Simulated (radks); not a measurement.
Fractional charge and spin in the 6s shell of iridium: the spin-up occupation runs from 0 to 1 and the spin-down occupation from 0 to 1; the fullest corner is Ir, [Xe] 4f14 5d(up 3.5, down 3.5) 6s(up 1, down 1). All-electron calculation, scalar-relativistic Kohn-Sham, r2SCAN, spin-polarised, spherical densities, finite nucleus; meta-GGA in the generalised Kohn-Sham scheme; Fermi nuclear charge, rms radius of each element as measured or else 0.836 A^(1/3) + 0.57 fm. Program: a radial shooting solver on a logarithmic mesh with Libxc functionals. Energy (eV) above the fullest corner. The planes named below are the two flat planes that join the four corners, with an edge along up + down = one added electron.

\begin{tabular}{lrrr}
down \ up & 0 & 0.5 & 1 \\ \hline
0 & 27.113 & 17.493 & 9.561 \\
0.5 & 17.493 & 9.951 & 4.014 \\
1 & 9.561 & 4.014 & 0.000 \\
\end{tabular}

Corners above the fullest one (they belong to Ir+ and the next ion): (up 1, down 0) 9.561 eV, (up 0, down 1) 9.561 eV, (up 0, down 0) 27.113 eV. With half an added electron in each spin the energy lies 0.390 eV from the planes, and with half an added electron in spin up alone -0.844 eV. The planes are only a guide here: the flat-plane condition holds for ground states with one frontier orbital, while other shells are open and held unpolarised.
